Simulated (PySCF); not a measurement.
Mg(H)(OMe) (CH4MgO), SMILES C[O][MgH]. Geometry: B3LYP-D3(BJ)/def2-TZVP.

Computed equilibrium geometry at B3LYP-D3(BJ)/def2-TZVP (PySCF confirms it by a frequency run) as a Z-matrix, and its point group:
point group C3v.
```
O
C 1 1.3857
H 2 1.0983 1 111.56
H 2 1.0983 3 107.30 1 122.48
H 2 1.0983 3 107.30 4 115.04
Mg 1 1.7664 3 150.28 2 180.00
H 6 1.6850 3 163.97 2 -180.00
```
